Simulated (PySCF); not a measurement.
# Predicted spectroscopic data

- shielding tensors at PBE0/pcSseg-1 (GIAO)
- geometry: GFN2-xTB
- run in PySCF
- one computed conformer, non-relativistic Hamiltonian, equivalent nuclei averaged, no solvent

Chemical shifts δ = σref − σ; $^{1}$H and $^{13}$C against TMS, all at this level. Splittings of carbon signals by F and P are missing where no couplings were computed. Where no couplings were computed, multiplicities follow the n + 1 count of equivalent neighbours, and m marks all less simple cases (inequivalent or close neighbours, rings, F or P nearby). Shifts are as computed. Against solution values, carbons near 30 ppm lie about +3 ppm off and those near 130 ppm about +5 ppm. Of 1211 compounds with measured shifts, 218 miss one by over three times the rms of a fit or turn the order of signals round; such compounds aren't used in these exercises.

Compound 1 (C8H15P). $^{1}$H NMR (400 MHz, computed): δ 6.05 (m, 2H), 2.55 (m, 4H), 0.90 (m, 9H). $^{13}$C{$^{1}$H} NMR (computed): δ 138.0 (CH), 34.4 (CH2), 32.1 (C), 28.3 (CH3). Structure: SMILES CC(C)(C)P1CC=CC1.

Compound 2 (C9H14). $^{1}$H NMR (400 MHz, computed): δ 7.01 (m, 1H), 6.55 (m, 1H), 6.17 (d, 1H), 5.58 (m, 1H), 5.53 (m, 1H), 5.52 (m, 1H), 5.42 (m, 1H), 2.33 (t, 2H), 1.46 (m, 2H), 1.09 (t, 3H). $^{13}$C{$^{1}$H} NMR (computed): δ 149.0 (C), 148.2 (CH), 140.6 (CH), 140.4 (CH), 126.1 (CH2), 118.7 (CH2), 32.9 (CH2), 28.2 (CH2), 17.4 (CH3). Structure: `CCC/C(=C\C=C)C=C`.

Compound 3 (C8H15P). $^{1}$H NMR (400 MHz, computed): δ 9.44 (m, 1H), 7.20 (m, 1H), 5.51 (m, 1H), 5.42 (m, 1H), 2.26 (m, 2H), 1.16 (s, 9H). $^{13}$C{$^{1}$H} NMR (computed): δ 201.6, 148.2, 124.8, 51.1, 31.9, 31.9. Structure: `CC(C/P=C/C=C)(C)C`.
